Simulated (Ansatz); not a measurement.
C$_{2}$H$_{7}$FO$_{2}$Si (SMILES CC[Si](O)(O)F), singlet, at a GFN2-xTB geometry; MP2/pcseg-2 run with Ansatz (a quantum-chemistry and plane-wave program).

Here is a job for Ansatz.
Ansatz 0.2 input:
```yaml
crystal:
  periodic: [false, false, false]
  atoms:
    - {symbol: C, position_ang: [-2.00314931, -0.94258722, 0.96898920]}
    - {symbol: C, position_ang: [-1.27941501, -0.74899404, -0.36213037]}
    - {symbol: Si, position_ang: [0.35001488, 0.18819813, -0.19041684]}
    - {symbol: O, position_ang: [0.05337587, 1.61366252, 0.49169274]}
    - {symbol: O, position_ang: [1.19159618, 0.43425021, -1.55673258]}
    - {symbol: F, position_ang: [1.34302856, -0.65957489, 0.77333533]}
    - {symbol: H, position_ang: [-2.23121930, 0.02073112, 1.41652236]}
    - {symbol: H, position_ang: [-1.37959179, -1.50016669, 1.66307714]}
    - {symbol: H, position_ang: [-2.93394027, -1.48836576, 0.82522620]}
    - {symbol: H, position_ang: [-1.93922566, -0.21775685, -1.04881525]}
    - {symbol: H, position_ang: [-1.09545473, -1.72910009, -0.80762169]}
    - {symbol: H, position_ang: [0.73607178, 2.27780426, 0.55701092]}
    - {symbol: H, position_ang: [1.59150418, -0.29556029, -2.02041619]}
basis:
  gaussian:
    orbitals: pcseg-2
magnetization: {spin_polarized: false}
correlation: {method: mp2}
```

What the program printed (banner, timings and long lists left out):

```
Functional definition: HF
1674 factors; integrals over basis functions are off by at most 8.9e-4 eV
mean field evaluation 1: about -16817.2033 eV, gradient 5.7e1 eV
mean field evaluation 2: about -16817.4458 eV, gradient 5.8e1 eV
mean field evaluation 4: about -16823.4527 eV, gradient 4.0e0 eV
mean field evaluation 8: about -16823.5247 eV, gradient 2.4e-1 eV
mean field -16823.52499185 eV, -618.2531400557 hartree, gradient 4.3e-6 eV, S^2 0.000000; 0 other end points of the search recorded, 0 dependent functions left out
10 core orbitals not correlated
reference -16823.52499185 eV, -618.2531400557 hartree; 19, 19 occupied and 253, 253 virtual orbitals, 1674 factors
second order -32.03205427 eV of doubles, -0.00000000 eV of singles
Total energy: -16855.55704612 eV, -619.4302963381 hartree
```
